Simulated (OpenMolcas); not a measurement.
# Levels of Co5+ by method

| Item | Value |
| --- | --- |
| Program | OpenMolcas |
| Basis | ANO-RCC-VQZP [7s6p4d3f2g1h] |
| Scalar Hamiltonian | DKH2, point nucleus |
| Active space | 10 electrons in 8 orbitals (RAS1 3p, at most 2 holes; RAS2 3d) |
| State averaging | 2S+1 = 5 even, 5 roots; 2S+1 = 3 even, 45 roots; 2S+1 = 1 even, 44 roots |
| Spin-orbit coupling | RASSI with atomic mean-field integrals over the reference wave functions, term energies averaged over their components |

Methods on the same reference wave functions:
A. RASSCF
B. SS-RASPT2, IPEA 0.25 Eh, imaginary shift 0.1 Eh (closed shells correlated: 3s)
C. MS-RASPT2, IPEA 0.25 Eh, imaginary shift 0.1 Eh (closed shells correlated: 3s)

Energies in cm-1 above 3d4 5D0, the measured ground level; measured values from Sugar and Corliss, J. Phys. Chem. Ref. Data 10, 1097 (1981).

```tsv
Level	A	B	C	Measured
3d4 5D0	0.0	0.0	0.0	0.0
3d4 5D1	215	215	215	204
3d4 5D2	628	627	626	589
3d4 5D3	1210	1208	1207	1125
3d4 5D4	1935	1932	1931	1782
3d4 3P0(1)	28077	27830	27810	27166
3d4 3P1(1)	29346	29120	29090	28462
3d4 3P2(1)	31480	31240	31200	30506
3d4 3H4	32428	28710	28710	28377
3d4 3H5	32931	29190	29180	28806
3d4 3F2(1)	33307	31280	31270	30555
3d4 3H6	33440	29690	29690	29234
3d4 3F3(1)	33506	31390	31370	30635
3d4 3F4(1)	33790	31640	31590	30817
3d4 3G3	38800	34860	34840	34026
3d4 3G4	39327	35380	35370	34475
3d4 3G5	39809	35790	35780	34855
3d4 1G4(1)	46852	43340	43300	41926
3d4 3D3	47702	43140	43140	41676
3d4 3D2	47828	43310	43310	41856
3d4 3D1	48059	43500	43500	42098
3d4 1I6	49080	43340	43340	42800
3d4 1S0	50399	47370	47360	45372
3d4 1D2	56168	54200	54200	52740
```

Deviations, from unrounded energies. A percentage is the sum of absolute deviations over the sum of measured energies, with the sign that they share, or ± where signs differ.

```tsv
Against measurement	Levels	A	B	C
mean absolute deviation (cm-1)	23	3300	790	780
fine structure of the ground term (%)	4	+7.8	+7.7	+7.6
other terms of the ground configuration (%)	19	+11.2	+2.7	+2.6
```

B, C lie about equally close to measurement and A furthest from it. The largest miss of C in the table is 3d4 1S0, by +2000 cm-1. The ranking rests on the paired levels alone, and a cruder setting can come out closer through cancelling errors.

Between B and C the level of the table that moves most is 3d4 3F4(1), by 49 cm-1 (lowest in C, highest in B). Moves below CASPT2's spread within the term are not significant.

The mean deviations of B to C differ by less than CASPT2's widest spread within a term (1200 cm-1), so their order carries little weight.

From A to B the spin-free energies of the other terms of 3d4 shown, above 5D, scale by factors of 0.88 to 0.99.

The lowest spin-free term lies below A's lowest term by 0.336 hartree in B, 0.336 hartree in C.

Term energies are means over components that CASPT2 splits; among the terms shown or strongly mixed into the levels shown the widest spread is 1200 cm-1 (3d4 1I, C). Active for correlation alone: 3p; no level in the range computed is led by a configuration that opens it, so any true level of that kind is missing. The CASPT2 spread within a term exceeds the gap to the next term for 3d4 1I and 3d4 3D, so the order of their levels is uncertain (figures for B; the like holds for C). Without dynamic correlation excited terms often stand tens of per cent too high (terms of higher spin than the ground term too low), and those without a measured partner can miss by more than the paired ones (holds for A). Some levels mix across a computed gap that differs much from the measured one, so their mixing is not that of the real levels (holds for A). Computed and measured levels are paired by configuration, term and J; levels that our copy of the source lacks, or whose pairing is in doubt (as where it misses far off the trend of its configuration), stay unpaired and out of the deviations. Only configurations of the active space appear. Levels that lie high or do not pair safely by name in every column are left out.

A number in round brackets counts repeated terms of one configuration in the order of the reference energies.
